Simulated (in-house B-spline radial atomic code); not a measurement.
Results of a calculation; reference values are marked as such.
**Correlation energy from the adiabatic connection: ω²r²/2 − Z/r, ω = 0.0243, Z = 1.5**

Two electrons in a singlet, external potential ω²r²/2 − Z/r, ω = 0.0243, Z = 1.5 (atomic units). Full CI in B-splines (partial waves to l = 8, correlation up to 0.6 % small) with the density held fixed gives W(λ) = <V_ee>_λ − U, and E_c is the integral of W(λ) − W(0) from 0 to 1.

```
   λ  W(λ) − W(0) (hartree)
   0                0.00000
0.02               -0.00198
0.05               -0.00490
0.12               -0.01149
0.25               -0.02299
 0.4               -0.03515
 0.6               -0.04976
 0.8               -0.06280
   1               -0.07448
```

Task: Integrate the table by the trapezoid rule.

Result: The strips give -0.00002, -0.00010, -0.00057, -0.00224, -0.00436, -0.00849, -0.01126, -0.01373, which sum to -0.04077 hartree. The direct value, W(1) − W(0) + T_c with T_c = 0.03361, is -0.04087; the curve is convex, so chords lie above it and the trapezoids fall short in size by 0.24 %.

Task: Now use only three numbers: W(0) = -0.7109, the initial slope W'(0) = -0.09958 (extrapolated from the first points) and the strong-coupling limit of the point-charge-plus-continuum model, W∞ = -1.018. What do second-order theory and the interpolation W(λ) = W∞ + (W(0) − W∞)/√(1 + 2χλ) of Seidl, Perdew and Levy give?

Result: Second order keeps the slope alone: E_c = W'(0)/2 = -0.04979, +22 % in size against -0.04087. Matching the slope fixes χ = W'(0)/(W∞ − W(0)) = -0.09958/(-0.30710) = 0.32426. Integrating, with s = √(1 + 2χ) = 1.283946, E_c = −(W(0) − W∞)(s − 1)/(s + 1) = −0.30710 × 0.283946/2.283946 = -0.03818 hartree, -6.6 % in size against the full result. At λ = 1 the formula gives W − W(0) = -0.06792 against -0.07448. Part of the miss can come from the model's W∞.
